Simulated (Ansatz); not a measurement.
Coupled-cluster diagnostics for Li6N2⁻ (the lowest doublet isomer of a short search), Ansatz.

Geometry of the doublet (PBE-D4/def2-TZVPD):

Cartesian coordinates in Å:
```
Li 1.882 0.747 -1.288
Li 1.119 -1.924 0.973
Li -0.004 0.755 0.886
Li -1.675 -1.826 2.024
Li -0.672 -0.490 -0.813
Li -0.391 2.632 -1.806
N -0.455 -1.100 0.984
N 0.197 1.206 -0.960
```

Correlated methods freeze 2 core orbitals; core or outer-core shells of Li are correlated, in sets that lack core-valence functions. In CCSD on the charge -1 doublet the largest single amplitude is 0.48, so its Hartree–Fock determinant may place the open shell otherwise than the density functionals do. Another isomer (doublet) lies 0.09 eV lower at PBE0-D4/def2-TZVPD; other spin states weren't run for this one.

(1) Estimate the CCSD(T) correlation energy, the shares of MP2 and (T), T1 and the reference's ⟨S²⟩ for: charge -1, doublet, own geometry in def2-SVPD; and the rough time on 4 threads of Arm Neoverse V1 on a shared host.

Results:

(1) 
| state | basis | correlation (eV) | MP2 share (%) | (T) share (%) | T1 | ⟨S²⟩ (pure) | wall time | remarks |
| --- | --- | --- | --- | --- | --- | --- | --- | --- |
| charge -1, doublet, own geometry | def2-SVPD | -13.108 | 79.0 | 6.4 | 0.203 | 2.69 (0.75) | 54 s | flagged by the program, large T1 (0.203), spin-contaminated (⟨S²⟩ 2.69) |
Customary marks for T1 are 0.02 (closed shells), 0.045 (open shells) and about 0.05 (3d metals). T1 exceeds 0.02 in 1 of 1 rows and 0.045 in 1; the higher it lies, the less the single-reference result can be trusted.
